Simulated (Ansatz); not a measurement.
C2H5BrSi can be A, `BrC1C[SiH2]1`, or B, `C=C[SiH2]Br`.

Isolated molecules relaxed with PBE0-D4/def2-TZVP in Ansatz; ΔE leaves out vibrations. CCSD(T)/CBS is the MP2 limit (def2-TZVPP, def2-QZVPP) plus CCSD(T) − MP2 in def2-TZVPP, frozen cores. Functionals use def2-TZVPP. B3LYP here is the variant with VWN-RPA as its local correlation; programs differ in this. For Br outer-core shells are correlated without core-valence functions, which leaves a few kJ/mol of doubt a bond. Scalar relativity is left out up to krypton. One conformer a species, not always the lowest.

A:

```xyz
9

Br    0.4940    0.3577    2.4314
C     0.4674    0.5541    0.5207
C     0.5802   -0.7185   -0.3223
Si   -1.0337    0.1781   -0.4931
H     1.1225    1.3684    0.2335
H     1.3366   -0.7088   -1.1010
H     0.5581   -1.6516    0.2319
H    -1.3089    1.0017   -1.6889
H    -2.2162   -0.3810    0.1877
```

B:

```xyz
9

C    -0.418    1.417   -0.556
C     0.464    0.591    0.002
Si    0.004   -1.129    0.501
Br    1.206   -2.607   -0.655
H    -1.442    1.112   -0.753
H    -0.158    2.432   -0.842
H     1.480    0.940    0.171
H     0.292   -1.391    1.931
H    -1.429   -1.364    0.201
```

Which is lower in electronic energy at CCSD(T)/CBS, and by how much? (An estimate is asked.)

The calculation gave: B, by 45.6 kcal/mol.

Give E(B) − E(A) in kcal/mol with CCSD/def2-TZVPP, PBE-D4, CCSD(T)/def2-SVP, BLYP-D4, CCSD(T)/def2-TZVPP, B3LYP, B3LYP-D4. (An estimate is asked.)

The calculation gave: CCSD/def2-TZVPP -45.6, PBE-D4 -39.9, CCSD(T)/def2-SVP -45.4, BLYP-D4 -45.3, CCSD(T)/def2-TZVPP -44.7, B3LYP -46.3, B3LYP-D4 -45.9. None reverses the order clearly.

Does the order hold for the free energy at 298.15 K (harmonic terms from PBE0-D4)? (Best estimate.)

The calculation gave: Yes: G(B) − G(A) = -46.0 kcal/mol, for one conformer each.

Largest T1 diagnostic: 0.010.

From PBE to PBE0 (25 % exact exchange), in def2-TZVPP and without D4, E(B) − E(A) moves by −1.2 kcal/mol. In def2-TZVPP, CCSD(T) changes the Hartree–Fock value by +10.1 kcal/mol (the triples alone add +1.0 kcal/mol) and MP2 by +11.7 kcal/mol.
